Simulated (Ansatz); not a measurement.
Geometry optimisation, RKS PBE/def2-SVP in Ansatz.

input.yaml

```yaml
crystal:
  periodic: [false, false, false]
  atoms:
    - { symbol: Mo, position_ang: [0.261753, 0.285103, -0.283785] }
    - { symbol: Cl, position_ang: [-0.396816, -0.2407, 3.150754] }
    - { symbol: Cl, position_ang: [2.50778, 0.151602, -1.22848] }
    - { symbol: Cl, position_ang: [0.028777, 2.500126, -1.017661] }
    - { symbol: Cl, position_ang: [-1.922899, 0.410559, 0.390706] }
    - { symbol: Cl, position_ang: [0.340219, -1.916797, 0.399074] }
    - { symbol: Cl, position_ang: [-0.256075, -0.392288, -2.426187] }
    - { symbol: O, position_ang: [1.33733, 0.900225, 1.105483] }
    - { symbol: H, position_ang: [2.301476, 1.01426, 0.934432] }
    - { symbol: H, position_ang: [0.376155, 0.842609, 3.094464] }
basis:
  gaussian: { orbitals: def2-SVP }
hamiltonian:
  xc: pbe
relax:
  f_tol: 0.03
  max_steps: 50
output:
  orbitals: {}
```

Run as:

```bash
$ ansatz run input.yaml --threads 4 --pin off --max-ram 5120MiB --backend cpu --events-out ev --progress --plain --runs-dir out
```

Question: Where does it end, and by what steps?

Answer: The forces met the threshold. After 17 steps the energy has fallen by 0.420 eV; Cl2 moved furthest, 1.09 Å.

```json
{"step": "0", "energy less start (eV)": "0.0000", "largest force component (eV/Å)": "0.907", "accepted": "yes"}
{"step": "1", "energy less start (eV)": "-0.1693", "largest force component (eV/Å)": "0.699", "accepted": "yes"}
{"step": "2", "energy less start (eV)": "-0.2707", "largest force component (eV/Å)": "0.685", "accepted": "yes"}
{"step": "3", "energy less start (eV)": "-0.3218", "largest force component (eV/Å)": "0.490", "accepted": "yes"}
{"step": "4", "energy less start (eV)": "-0.3406", "largest force component (eV/Å)": "0.149", "accepted": "yes"}
{"step": "5", "energy less start (eV)": "-0.3191", "largest force component (eV/Å)": "0.491", "accepted": "no"}
{"step": "6", "energy less start (eV)": "-0.3564", "largest force component (eV/Å)": "0.135", "accepted": "yes"}
{"step": "7", "energy less start (eV)": "-0.3657", "largest force component (eV/Å)": "0.202", "accepted": "yes"}
{"step": "8", "energy less start (eV)": "-0.3773", "largest force component (eV/Å)": "0.374", "accepted": "yes"}
{"step": "9", "energy less start (eV)": "-0.3897", "largest force component (eV/Å)": "0.468", "accepted": "yes"}
{"step": "10", "energy less start (eV)": "-0.4041", "largest force component (eV/Å)": "0.111", "accepted": "yes"}
{"step": "11", "energy less start (eV)": "-0.4077", "largest force component (eV/Å)": "0.104", "accepted": "yes"}
{"step": "12", "energy less start (eV)": "-0.4119", "largest force component (eV/Å)": "0.086", "accepted": "yes"}
{"step": "13", "energy less start (eV)": "-0.4136", "largest force component (eV/Å)": "0.140", "accepted": "yes"}
{"step": "14", "energy less start (eV)": "-0.4152", "largest force component (eV/Å)": "0.210", "accepted": "yes"}
{"step": "15", "energy less start (eV)": "-0.4165", "largest force component (eV/Å)": "0.161", "accepted": "yes"}
{"step": "16", "energy less start (eV)": "-0.4180", "largest force component (eV/Å)": "0.054", "accepted": "yes"}
{"step": "17", "energy less start (eV)": "-0.4204", "largest force component (eV/Å)": "0.029", "accepted": "yes"}
```

```xyz
10
Properties=species:S:1:pos:R:3
Mo 0.343 0.222 -0.478
Cl -0.539 0.630 3.786
Cl 2.536 0.337 -1.333
Cl 0.000 2.480 -0.912
Cl -1.665 0.174 0.623
Cl 0.534 -2.069 -0.140
Cl -0.385 -0.228 -2.621
O 1.221 0.606 1.178
H 2.193 0.734 1.206
H 0.340 0.666 2.809
```

Whether the end is a true minimum wasn't checked by a vibrational analysis.

Time of the run: 61 s on 4 threads of Arm Neoverse V2, on a shared host, peak memory 0.32 GiB.
